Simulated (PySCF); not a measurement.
H2AlClO2, singlet, geometry from GFN2-xTB (such geometries of metal compounds can be far from the true shape). Base run: B3LYP/6-31G, TDDFT run with PySCF.

Input for PySCF:
```python
from pyscf import gto, scf, dft, tdscf

mol = gto.M(
    atom='''
Al    0.325658    0.225246    0.010608
Cl   -1.323602   -0.954862   -0.018578
O     0.251450    1.605927   -0.884170
H     0.649607    2.404889   -1.197465
O     1.680078   -0.153325    0.874406
H     2.165852   -0.721255    1.453511
''',
    basis='6-31g',
    charge=0,
    spin=0,
    verbose=4,
)

mf = dft.RKS(mol)
mf.xc = 'b3lyp'
mf.kernel()
td = mf.TDDFT()
td.nstates = 5
td.kernel()
td.analyze()
```

Each row names what was changed in the base input (with any setting that the change needs).

```json
[
 {"change": "base", "first excitation (eV)": "6.48", "oscillator strength of the first": "0.003", "second (eV)": "6.64", "core-seconds (rough)": "20"},
 {"change": "functional = lc_wpbe", "first excitation (eV)": "7.46", "oscillator strength of the first": "0.006", "second (eV)": "7.57", "core-seconds (rough)": "40"},
 {"change": "nstates = 10", "first excitation (eV)": "6.48", "oscillator strength of the first": "0.003", "second (eV)": "6.64", "core-seconds (rough)": "20"},
 {"change": "functional = pbe0", "first excitation (eV)": "6.75", "oscillator strength of the first": "0.003", "second (eV)": "6.89", "core-seconds (rough)": "20"},
 {"change": "conv_tol = 1e-3", "first excitation (eV)": "6.48", "oscillator strength of the first": "0.003", "second (eV)": "6.64", "core-seconds (rough)": "10"},
 {"change": "functional = wb97x", "first excitation (eV)": "7.25", "oscillator strength of the first": "0.005", "second (eV)": "7.37", "core-seconds (rough)": "40"},
 {"change": "functional = camb3lyp", "first excitation (eV)": "6.91", "oscillator strength of the first": "0.004", "second (eV)": "7.06", "core-seconds (rough)": "30"},
 {"change": "functional = m062x", "first excitation (eV)": "7.14", "oscillator strength of the first": "0.006", "second (eV)": "7.32", "core-seconds (rough)": "60"},
 {"change": "nstates = 2", "first excitation (eV)": "6.48", "oscillator strength of the first": "0.003", "second (eV)": "6.64", "core-seconds (rough)": "10"},
 {"change": "guess vectors = 13 for 5 states", "first excitation (eV)": "6.48", "oscillator strength of the first": "0.003", "second (eV)": "6.64", "core-seconds (rough)": "20"}
]
```

An iterative solver can miss low states, so a row lists the states that it found.
